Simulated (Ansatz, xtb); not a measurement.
**BF2GeH3: which of two isomers lies lower**

Structure X is `F[B](F)[GeH3]`, a singlet and structure Y is `F[BH][GeH2][F]`, a singlet. Both are isolated molecules in the gas phase, relaxed with r2SCAN-D4/def2-SVP; the shapes shown needn't be the lowest conformers.

X (Å):

```xyz
7

B    -1.1374   -1.2955    1.2737
F    -2.2984   -1.6233    0.7312
F    -0.6688   -2.1069    2.2060
Ge   -0.1252    0.4072    0.6738
H    -1.0102    1.6450    0.8831
H     1.1823    0.5944    1.4527
H     0.1984    0.3226   -0.8254
```

Y (Å):

```csv
atom,x (Å),y (Å),z (Å)
B,-0.5162,-0.7010,2.0952
F,-1.3869,-0.1774,2.9346
F,-1.7555,1.1224,-0.1049
Ge,-0.5020,-0.0847,0.1128
H,0.2523,-1.5350,2.5264
H,0.8154,0.5925,-0.3093
H,-0.8253,-1.2146,-0.8827
```

**Question.** Estimate which is lower in electronic energy at CCSD(T)/def2-TZVP, and by roughly how much.

**Answer.** The CCSD(T)/def2-TZVP calculation puts structure X lower, by 1.204 eV.

The same difference at several levels:

```json
{"level": "GFN2-xTB", "geometry": "GFN2-xTB", "E(Y) − E(X) (eV)": "+0.192", "departure from the last row (eV)": "−1.012", "job, with rough time for the two": "optimisation, 0.17 s"}
{"level": "HF/STO-3G", "geometry": "GFN2-xTB", "E(Y) − E(X) (eV)": "+2.256", "departure from the last row (eV)": "+1.052", "job, with rough time for the two": "single point, 0.54 s"}
{"level": "r2SCAN-D4/def2-SVP//GFN2-xTB", "geometry": "GFN2-xTB", "E(Y) − E(X) (eV)": "+1.436", "departure from the last row (eV)": "+0.232", "job, with rough time for the two": "single point, 2.9 s"}
{"level": "r2SCAN-D4/def2-SVP", "geometry": "r2SCAN-D4/def2-SVP", "E(Y) − E(X) (eV)": "+1.370", "departure from the last row (eV)": "+0.166", "job, with rough time for the two": "optimisation, 50 s"}
{"level": "HF/def2-TZVP", "geometry": "r2SCAN-D4/def2-SVP", "E(Y) − E(X) (eV)": "+1.130", "departure from the last row (eV)": "−0.074", "job, with rough time for the two": "part of the CCSD(T) run"}
{"level": "MP2/def2-TZVP", "geometry": "r2SCAN-D4/def2-SVP", "E(Y) − E(X) (eV)": "+1.195", "departure from the last row (eV)": "−0.009", "job, with rough time for the two": "part of the CCSD(T) run"}
{"level": "CCSD(T)/def2-TZVP", "geometry": "r2SCAN-D4/def2-SVP", "E(Y) − E(X) (eV)": "+1.204", "departure from the last row (eV)": "", "job, with rough time for the two": "single point, 1.7 min"}
```

As drawn, Y has 1 F–Ge, 1 B–H in place of 1 B–F, 1 Ge–H.

The levels shown agree on the order. The largest departure from CCSD(T)/def2-TZVP is that of HF/STO-3G, 1.052 eV.

With harmonic frequencies from r2SCAN-D4/def2-SVP (ideal gas, rigid rotor, one conformer each, 298.15 K, 1 atm): on the last row, ΔE + ΔZPE = +1.218 eV. A mode under 50 cm⁻¹ makes harmonic enthalpies and free energies unreliable, so none is given.

The correlated steps freeze 12 core orbitals; the filled d shell of Ge is correlated, in a basis made for valence electrons. Codes used: Ansatz 0.2.0, xtb 6.7.1; the last row on 2 threads of AMD EPYC 7R43 64-Core Processor (Zen 3) on a shared host.
